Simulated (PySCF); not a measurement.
# `O=C(O)[C@@H]1C[C@]1(Cl)C(F)F`, C5H5ClF2O2

Cartesian coordinates in Å; atom numbers follow the order of the lines, from 1:
```xyz
15

O     1.4223    1.2102   -0.8380
C     1.2818    0.8651    0.3070
O     1.8331    1.5037    1.3366
C     0.4981   -0.3186    0.7529
C     0.3154   -1.4712   -0.2036
C    -0.8508   -0.6041    0.1208
Cl   -2.0971   -1.2404    1.1922
C    -1.4123    0.3310   -0.9256
F    -2.3835   -0.2805   -1.6409
F    -1.9849    1.4154   -0.3532
H     2.3362    2.2770    1.0332
H     0.5877   -0.5260    1.8105
H     0.3345   -2.4718    0.1973
H     0.7537   -1.3633   -1.1855
H    -0.6387    0.6814   -1.6255
```

Level of theory: PySCF 2.14.0, TDDFT LC-wPBE/def2-SVPD circular dichroism and optical rotation, one conformer, gas phase. Geometry: GFN2-xTB.

The molecule is flexible and this is one conformer; a measurement averages over conformers.

Stereocentres: C4 S, C6 R.

Q: Give the optical rotatory dispersion at 633, 589.3, 546, 436, 405, 365, 355 nm.

A: [α] in deg dm⁻¹ (g/mL)⁻¹:
```tsv
λ (nm)	origin-invariant length gauge	modified velocity gauge	length gauge (centre of mass)	isotropic polarisability (au)
633	-107.8	-109.0	-107.7	78.4
589.3	-126.3	-127.7	-126.1	78.6
546	-150.0	-151.6	-149.8	78.8
436	-254.8	-257.2	-254.6	80.0
405	-306.4	-309.1	-306.2	80.5
365	-402.5	-405.7	-402.4	81.4
355	-434.2	-437.6	-434.3	81.7
```

Q: And for the mirror image at 589.3 nm?

A: +126.3 deg dm⁻¹ (g/mL)⁻¹ (origin-invariant length gauge): the same size and the opposite sign.

Q: What is the molar rotation [Φ] = [α]·M/100 of the geometry above at 589.3 nm?

A: With M = 170.54 g/mol, -215.4 deg cm² dmol⁻¹ (origin-invariant length gauge).

The first excitation lies at 5.89 eV (210 nm) with R = -3.9 × 10⁻⁴⁰ esu² cm² (velocity form).
